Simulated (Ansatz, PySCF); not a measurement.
Gas-phase reaction (SMILES): [F][GeH]([F])[F] [trifluorogermane] + [H][H] (H2) -> [F][GeH2][F] [difluorogermane] + F (HF); hydrogen cleaves one Ge-F bond, a model of a ligand-exchange step.

Structures are relaxed separately at B3LYP-D3(BJ)/def2-TZVP in Ansatz (an electronic-structure program). Cores are frozen in the correlated levels unless marked. Spin-orbit coupling is left out. The frozen core is the preceding noble-gas configuration, with the filled d and f shells of earlier blocks. No relativistic terms. Basis-set limits of correlation are two-point, X^-3; Hartree-Fock from the larger set (for Q and 5 zeta extrapolated as (X+1)exp(-9√X)). Thermal terms are rigid-rotor harmonic-oscillator values from B3LYP-D3(BJ) frequencies (Ansatz or PySCF) at 298.15 K and 1 atm. 1 Eh = 627.5095 kcal/mol.

```
species           E, CCSD(T)/CBS(cc-pVQZ,cc-pV5Z) (Ansatz) (Eh)  E, B3LYP-D3(BJ)/def2-TZVPD (Ansatz + dftd3) (Eh)  H - E (Eh)
----------------  ---------------------------------------------  ------------------------------------------------  ----------
[F][GeH]([F])[F]                                    -2375.63177                                       -2377.43965     0.02081
[H][H] (H2)                                            -1.17453                                          -1.17983     0.01336
[F][GeH2][F]                                        -2276.38768                                       -2278.10744     0.02529
F (HF)                                               -100.39528                                        -100.49389     0.01259
```

Task: Work out ΔE and ΔH at 298.15 K at the first level, then ΔH at the second.

Result: 
1. ΔE = [(-2276.38768) + (-100.39528)] - [(-2375.63177) + (-1.17453)] = 0.02334 Eh = 14.6 kcal/mol at CCSD(T)/CBS(cc-pVQZ,cc-pV5Z).
2. The terms H - E add up to 0.00371 Eh, so ΔH = (0.02334 + (0.00371))×627.5095 = 17.0 kcal/mol.
3. At B3LYP-D3(BJ)/def2-TZVPD the same steps give ΔE = 11.4 and ΔH = 13.7 kcal/mol, a shift of -3.3 from the first level.
4. These values are not checked against measurement here, since the tables used lack a sound gas-phase enthalpy of formation for at least one species.
